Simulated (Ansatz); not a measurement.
The same ligand exchange along the group B, Al, Ga, In.

Gas-phase electronic energies from Ansatz, PBE0-D4/def2-TZVP geometries. CCSD(T)/CBS is the MP2 limit (def2-TZVPP, def2-QZVPP) plus CCSD(T) − MP2 in def2-TZVPP, frozen cores. Elements past krypton have def2 core potentials. For Ga, Ge, In, Se outer-core shells are correlated without core-valence functions, which leaves a few kJ/mol of doubt a bond. Scalar relativity is left out up to krypton.

(1) Order these by ΔE at CCSD(T)/CBS, lowest first. (Estimate.)
A. `[BH2][GeH2][F]` + `C[SeH]` → `B[Se]C` + `[F][GeH3]`
B. `[F][GeH2][InH2]` + `C[SeH]` → `C[Se][InH2]` + `[F][GeH3]`
C. `[F][GeH2][GaH2]` + `C[SeH]` → `C[Se][GaH2]` + `[F][GeH3]`

Largest T1 diagnostic: 0.013, for `[F][GeH2][InH2]`.

## Answers

(1) A (-1.15 eV), C (-0.89 eV), B (-0.76 eV).
